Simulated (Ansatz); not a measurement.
C3H8Si, SMILES `CCC=[SiH2]` (C–C–C–Si torsion 118°) (charge 0, multiplicity 1).

Computed with r2SCAN/cc-pVTZ // PBE0-D3(BJ)/def2-TZVP run with Ansatz (an electronic-structure program).

Ansatz 0.2 input:
```yaml
crystal:
  periodic: [false, false, false]
  atoms:
    - { symbol: C, position_ang: [-1.673963, -0.058542, 0.228312] }
    - { symbol: C, position_ang: [-0.5591, -0.163549, -0.80733] }
    - { symbol: C, position_ang: [0.770201, -0.4683, -0.193036] }
    - { symbol: Si, position_ang: [2.176103, 0.498227, -0.242342] }
    - { symbol: H, position_ang: [-2.638856, 0.130493, -0.249169] }
    - { symbol: H, position_ang: [-1.758397, -0.982772, 0.805876] }
    - { symbol: H, position_ang: [-1.471688, 0.753106, 0.930657] }
    - { symbol: H, position_ang: [-0.5089, 0.764766, -1.38544] }
    - { symbol: H, position_ang: [-0.816245, -0.954558, -1.523807] }
    - { symbol: H, position_ang: [0.827129, -1.400871, 0.36714] }
    - { symbol: H, position_ang: [3.433044, 0.094041, 0.421544] }
    - { symbol: H, position_ang: [2.220665, 1.787957, -0.966096] }
basis:
  gaussian: { orbitals: cc-pVTZ }
hamiltonian:
  xc: r2scan
```

Output:

```
Functional definition: r2SCAN
1247 factors; their error is unknown
mean field evaluation 1: about -11099.8668 eV, gradient 7.9e1 eV
mean field evaluation 2: about -11040.6467 eV, gradient 1.5e2 eV
mean field evaluation 4: about -11114.9600 eV, gradient 2.0e1 eV
mean field evaluation 8: about -11116.2653 eV, gradient 3.9e-1 eV
mean field evaluation 16: about -11116.2242 eV, gradient 7.3e-4 eV
mean field -11116.22417784 eV, -408.5137036881 hartree, gradient 9.8e-6 eV, S^2 0.000000; 0 other end points of the search recorded, 0 dependent functions left out
reference -11116.22419064 eV, -408.5137041587 hartree; 20, 20 occupied and 216, 216 virtual orbitals, 1247 factors
Total energy: -11116.22419064 eV, -408.5137041587 hartree
```
